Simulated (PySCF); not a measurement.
C₂H₆N (SMILES C[CH]N), doublet, geometry from GFN2-xTB, with bond 5-1 at 1.6 times its length. Base run: M062X/def2-SV(P) (PySCF).

The PySCF input:
```python
from pyscf import gto, scf, dft

mol = gto.Mole()
mol.atom = '''
    C    -1.24102663    0.21832096    0.05808953
    C     0.04187806   -0.52789987    0.05079988
    N     1.22703780    0.19702767   -0.12900707
    H    -2.03841948   -0.41392474    0.44464473
    H    -1.11740121    1.63978514    1.06317980
    H    -1.54178267    0.55252764   -0.94477418
    H     0.06280098   -1.52863019   -0.34799316
    H     1.22149345    1.09300043    0.34134908
    H     2.06529520   -0.33142950    0.07021572
'''
mol.basis = 'def2-sv(p)'
mol.spin = 1
mol.verbose = 4
mol.build()

mf = dft.UKS(mol)
mf.xc = 'm062x'
mf.kernel()
mf.analyze()
```

Each row names what was changed in the base input (with any setting that the change needs).

```tsv
change	ΔE vs base (mEh)	SCF cycles	<S^2>	outcome
base	0.000	14	0.761	converged
level_shift = 0.3 (with mf.max_cycle = 100)	0.000	22	0.761	converged
DIIS = ADIIS	0.000	24	0.761	converged
diis = off (with mf.max_cycle = 100)	-	100	-	not converged
diis = off; damp = 0.6 (with mf.diis_start_cycle = 200; with mf.max_cycle = 150)	0.000	50	0.761	converged
init_guess = sap	0.000	15	0.761	converged
conv_tol = 1e-11	0.000	16	0.761	converged
conv_tol = 1e-12	0.000	17	0.761	converged
diis_space = 12	0.000	14	0.761	converged
diis = off; damp = 0.3 (with mf.diis_start_cycle = 200; with mf.max_cycle = 150)	0.000	30	0.761	converged
init_guess = atom	0.000	14	0.761	converged
diis_space = 2	0.000	24	0.761	converged
diis_space = 20	0.000	14	0.761	converged
```

Open shells are given as the SCF converged; they aren't shown to be the lowest states, and a large step between rows can be another state.
